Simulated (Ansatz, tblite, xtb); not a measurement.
How methods differ on C2H7AlO2 (SMILES C[O][Al]([CH3])[OH])

The species is C2H7AlO2 (12 atoms), meant as a singlet with charge 0. SMILES: `C[O][Al]([CH3])[OH]`. Geometry: relaxed at PBE0-D4/def2-TZVP. This is one conformer, not always the lowest.

```xyz
12

C    -1.4047   -0.2743    1.5071
O    -0.2179    0.3964    1.2108
Al    0.7974    0.4684   -0.1387
C     0.4514   -0.5147   -1.7730
O     2.1710    1.4538   -0.0234
H    -2.1961    0.4429    1.7516
H    -1.7614   -0.8960    0.6749
H    -1.2661   -0.9269    2.3762
H    -0.5198   -0.2486   -2.2005
H     1.2167   -0.3146   -2.5259
H     0.4321   -1.5935   -1.5919
H     2.3742    1.9521    0.7667
```

Each level gives the dipole moment (D). The values are calculated.

| level | kind | program | value (D) | CPU time |
| --- | --- | --- | --- | --- |
| IPEA1-xTB | semi-empirical | tblite | 2.12 | under 2 s |
| GFN2-xTB | semi-empirical | tblite | 1.50 | under 2 s |
| GFN1-xTB | semi-empirical | tblite | 2.05 | under 2 s |
| GFN0-xTB | semi-empirical | xtb | 1.10 | under 2 s |
| HF/STO-3G | Hartree–Fock | Ansatz | 0.73 | 1.2 s |
| HF/3-21G | Hartree–Fock | Ansatz | 1.80 | 2 s |
| HF/def2-SVP | Hartree–Fock | Ansatz | 1.50 | 7.9 s |
| HF/aug-cc-pVDZ | Hartree–Fock | Ansatz | 1.37 | 33 s |
| SVWN5/6-31G** (spherical functions) | LDA | Ansatz | 1.22 | 11 s |
| B3LYP/6-31G* (spherical functions) | global hybrid | Ansatz | 1.28 | 15 s |

The values span 0.73 to 2.12 D. Magnitudes only: a small dipole may point the other way at some levels. Sets without polarisation functions give poor dipoles. Without the sets that lack polarisation functions the rows with a basis span only 1.22 to 1.50 D. Times are those of the runs behind each value, whatever else they computed, on shared processors of several kinds: orders of magnitude only.
